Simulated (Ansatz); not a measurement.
**A family of molecules: the atomisation energy (no zero-point term)**

One atom is swapped for its congeners: C2H7BO `CBOC`; C2H7GaO `C[O][GaH][CH3]`; C2H7InO `C[O][InH][CH3]`. The Al member is missing. All are singlets with charge 0.

Shapes, held fixed at every level: PBE0-D4/def2-TZVP. Flexible molecules stand in one conformer, not always the lowest. Programs: Ansatz 0.2.0. Values in eV.

```tsv
level	C2H7BO	C2H7GaO	C2H7InO
SPW92/def2-TZVPP	50.42	45.23	43.73
PBE-D4/def2-TZVPP	45.22	40.24	38.81
B3LYP-D4/def2-TZVPP	44.61	39.65	38.18
wB97M-V/def2-TZVPP	44.64	39.76	38.41
B2PLYP/def2-TZVPP	44.19	39.37	37.85
CCSD(T)/def2-SVP	42.70	37.96	36.33
CCSD(T)/def2-TZVPP	43.47	39.09	37.56
```

At CCSD(T)/def2-TZVPP the atomisation energy falls at every step, from 43.47 to 37.56 eV. Every level shows the same order. For atoms past krypton def2 sets carry core potentials with scalar relativity. Relativity is left out for Ga unless named. Correlated rows may include outer-core shells of Ga, In, which these sets cover unevenly. Spin-orbit coupling, which grows down the group, is left out (summed over each molecule's free atoms 0.02, 0.09, 0.20 eV).
